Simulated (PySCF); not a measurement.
Bonds broken one at a time in the series Sn Cl-H. Isolated molecules, 0 K electronic values unless said otherwise. Strings in code marks are SMILES.

The numbers are results of PySCF 2.14.0 with PBE-D3(BJ)/def2-TZVP // B3LYP-D3(BJ)/def2-TZVP, not measurements. 

```csv
species,dipole moment (D)
whole molecule (`[Sn]([Cl])([Cl])([Cl])[Cl]`),0.00
whole molecule (`[Cl][SnH]([Cl])[Cl]`),1.98
radical fragment (`[Cl][SnH][Cl]`),2.54
whole molecule (`[SnH2]([Cl])[Cl]`),2.56
radical fragment (`[Cl][SnH2]`),2.36
whole molecule (`[Cl][SnH3]`),2.45
radical fragment (`[SnH3]`),0.32
whole molecule (`[SnH4]`),0.00
```
